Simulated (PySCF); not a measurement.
CH₅FOSi, SMILES C[Si@H](O)F. Atoms are numbered in the order given.

```xyz
9

C     -1.3486    -0.5237     0.9160
Si    -0.1151     0.1047    -0.3316
O      1.0388    -1.0183    -0.7196
F      0.6026     1.4119     0.3306
H     -0.8532    -0.7991     1.8618
H     -1.8771    -1.4119     0.5340
H     -2.0992     0.2499     1.1458
H     -0.7218     0.5176    -1.6152
H      1.5208    -1.4401     0.0014
```
Charge 0, spin multiplicity 1.

Geometry optimised at B3LYP-D3(BJ)/def2-SVP. The structure was generated by enumeration; whether it is a known compound was not checked. Other conformers were not sampled.

Level of theory: TDA-B3LYP/def2-SVPD (PySCF 2.14.0).

Vertical excitations. 

```tsv
state	energy (eV)	λ (nm)	f	main pairs
S1	7.65	162	0.033	HOMO→LUMO 95 %
S2	8.30	149	0.019	HOMO−1→LUMO 90 %
S3	8.47	146	0.039	HOMO→LUMO+1 82 %, HOMO→LUMO+2 13 %
S4	8.57	145	0.044	HOMO→LUMO+2 84 %, HOMO→LUMO+1 13 %
S5	9.09	136	0.063	HOMO−2→LUMO 88 %
S6	9.29	133	0.114	HOMO→LUMO+3 94 %
S7	9.37	132	0.022	HOMO−1→LUMO+1 90 %
S8	9.60	129	0.050	HOMO−1→LUMO+2 79 %
S9	9.77	127	0.037	HOMO→LUMO+4 86 %
S10	9.91	125	0.048	HOMO−3→LUMO 75 %, HOMO−2→LUMO+1 13 %
T1	7.38	168	0	HOMO→LUMO 87 %
T2	7.95	156	0	HOMO−1→LUMO 79 %
T3	8.16	152	0	HOMO→LUMO+1 86 %
T4	8.17	152	0	HOMO→LUMO+2 92 %
```
Triplets are in the Tamm–Dancoff approximation.
